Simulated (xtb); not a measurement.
Input for xtb: GFN2-xTB on H4PbSi (SMILES [SiH3][PbH]), a point of a bond scan (R = 4.765 Å).

```
$ xtb mol.xyz --gfn 2 --sp --chrg 0 --uhf 0
6

Pb     0.01264380     0.35481597     0.33070929
H     -0.43048829     1.47502972    -1.08006028
Si    -0.03318368    -1.72695224    -1.46551517
H      3.12283014    -0.99654843    -4.96033904
H     -1.37568005    -1.84281653    -2.09941456
H      0.28087739    -3.05109006    -0.86382657
```

Problem. What total energy does the run end on?

Solution. -5.9169 hartree.
